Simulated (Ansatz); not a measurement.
Basis sets compared for Ga₈N₈H₂₂, a nanocrystal cut from wurtzite GaN (hydrogen-capped). Charge 0, multiplicity 1. Geometry r2SCAN-D4/def2-SVP. Ansatz on 2 threads of AMD EPYC 7R13 on a shared host and a share (18 GiB) of an NVIDIA H100 80GB HBM3; times are rough, and most runs start from earlier orbitals.

Cartesian coordinates in Å:
```
Ga 1.825 3.250 0.074
N 2.768 1.886 -1.094
N 0.396 2.073 0.823
Ga -0.805 1.421 -0.591
Ga 2.149 -0.012 -1.062
N 0.264 0.088 -1.586
N -2.214 0.376 0.296
Ga -3.577 -0.263 -1.017
Ga -0.483 -1.723 -1.594
N -2.387 -1.464 -2.138
Ga 1.193 0.743 2.000
N 2.062 -0.534 0.809
N -0.376 -0.268 2.723
Ga -1.650 -1.106 1.425
Ga 1.364 -2.409 1.000
N -0.505 -2.203 0.290
H 1.196 4.313 -0.893
H 2.848 3.609 1.211
H 2.741 2.215 -2.063
H 3.763 1.901 -0.855
H -0.164 2.709 1.403
H -1.353 2.553 -1.522
H 3.062 -0.877 -1.992
H 0.261 0.398 -2.565
H -2.735 1.038 0.884
H -4.028 0.919 -1.945
H -4.583 -1.228 -0.290
H 0.207 -2.733 -2.569
H -2.401 -1.124 -3.104
H -2.831 -2.385 -2.194
H 2.074 1.270 3.179
H 3.030 -0.625 1.139
H -0.896 0.329 3.373
H -0.003 -1.024 3.309
H -2.766 -1.878 2.201
H 2.171 -3.352 0.037
H 1.255 -2.724 2.547
H -0.870 -3.161 0.350
```

Single mean-field runs in def2-SVP, def2-TZVP are fitted with def2-universal-jkfit.

Binding counts from free atoms (Ga doublet, N quartet, H doublet) in the same basis, without a counterpoise term.

```
           level  functions  energy (Eh)  HOMO (eV)  LUMO (eV)  binding per atom (eV)  wall time
 PBE-D4/def2-SVP        478  -15845.4690      -6.24      -0.80                   3.31      3.7 s
PBE0-D4/def2-SVP        478  -15845.8490      -7.48       0.02                   3.27      4.1 s
```

Problem. Estimate the rows for PBE-D4/def2-TZVP (with forces), PBE0-D4/def2-TZVP.

Solution. 
```csv
level,functions,energy (Eh),HOMO (eV),LUMO (eV),binding per atom (eV),wall time
PBE-D4/def2-TZVP (with forces),764,-15847.9507,-6.32,-1.11,3.28,7 s
PBE0-D4/def2-TZVP,764,-15848.3147,-7.53,-0.33,3.24,6.5 s
```
